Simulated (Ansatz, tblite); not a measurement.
Spin states of Mg2Cl2⁺, each relaxed with PBE0-D4/def2-TZVP in Ansatz. Electronic energies in the gas phase.

The xTB rows come from tblite. LC-ωPBE has ω = 0.4 bohr⁻¹. HSE06 is defined as in plane-wave codes, on full-range PBE exchange. Correlated methods freeze 12 core orbitals; core or outer-core shells of Mg are correlated, in sets that lack core-valence functions. In CCSD on the charge 1 doublet the largest single amplitude is 0.39, so its Hartree–Fock determinant may place the open shell otherwise than the density functionals do. In the quartet, Cl3 and Cl4 lie 2.62 Å apart (atoms count from 1), so these atoms are partly bonded to each other. The structure comes from a short search, and lower isomers may exist.

Doublet geometry (D2h within 0.1 Å):

Cartesian coordinates in Å:
```
Mg 1.363 0.867 -0.022
Mg -1.363 -0.867 0.022
Cl 0.825 -1.278 0.747
Cl -0.825 1.278 -0.747
```

Quartet geometry:

```csv
atom,x (Å),y (Å),z (Å)
Mg1,-0.5535,-0.4177,-2.1579
Mg2,0.4968,0.3603,2.1819
Cl3,-0.8929,0.9613,0.0438
Cl4,0.9495,-0.9039,-0.0678
```

⟨S²⟩: doublet 0.75 at PBE0-D4/def2-TZVP (pure 0.75), quartet 3.76 at PBE0-D4/def2-TZVP (pure 3.75).

Run but left out: HF/STO-3G, HF/def2-TZVP, HF/def2-TZVPP, MP2/def2-TZVP, MP2/def2-TZVPP (doublet: a determinant that CCSD turns far, T1 0.050).

Only these spin states were relaxed. The quartet has other bonds than the doublet, so the gap mixes isomer and spin.

```
                 level  quartet − doublet (kJ/mol)  lowest of these                     remarks
              GFN1-xTB                       151.8          doublet                           –
              GFN2-xTB                       238.8          doublet                           –
      PBE-D4/def2-TZVP                       336.7          doublet                           –
   revPBE-D4/def2-TZVP                       327.2          doublet                           –
   r2SCAN-D4/def2-TZVP                       349.7          doublet                           –
     PBE0-D4/def2-TZVP                       343.0          doublet                           –
    HSE06-D4/def2-TZVP                       345.2          doublet                           –
CAM-B3LYP-D4/def2-TZVP                       338.3          doublet                           –
     LC-ωPBE/def2-TZVP                       334.8          doublet                           –
     RPA@PBE/def2-TZVP                       339.5          doublet                           –
       CCSD/def2-TZVPP                       347.4          doublet  large T1 (0.050) (doublet)
    CCSD(T)/def2-TZVPP                       348.6          doublet  large T1 (0.050) (doublet)
```

Change of the quartet − doublet gap on mixing in exact exchange, in kJ/mol: PBE to PBE0 (25 % exact exchange) 6.3.

The xTB methods have no spin-polarisation term.
